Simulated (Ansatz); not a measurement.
Calculated with Ansatz (gas phase, PBE0-D4/def2-TZVP geometries, no zero-point term in ΔE). CBS: MP2 limit from def2 TZ/QZ plus the TZ coupled-cluster correction, frozen cores. This one scheme is used for every species. DFT in def2-TZVPP. Each species was taken in one conformer, which may not be the lowest.

Consider the isomerisation: `CB(N)F` → `CNBF`.

```json
{"level": "BLYP-D4", "ΔE (kJ/mol)": "76.3"}
{"level": "RPA@PBE/def2-TZVPP", "ΔE (kJ/mol)": "73.1"}
```

(1) What does CCSD(T)/CBS give? (Estimate.)

Largest T1 diagnostic among the species: 0.012.

Answers

(1) Ansatz gave: +81.7 kJ/mol. The listed levels differ from it by -5.4, -8.6 kJ/mol.

At CCSD(T), def2-SVP lies −11.6 kJ/mol from the extrapolated value and def2-TZVPP −1.5 kJ/mol. In def2-TZVPP, CCSD(T) changes the Hartree–Fock value by +3.3 kJ/mol (the triples alone add −0.2 kJ/mol) and MP2 by +5.7 kJ/mol. From BLYP to BHLYP (50 % exact exchange), in def2-TZVPP and without D4, ΔE moves by +3.7 kJ/mol.
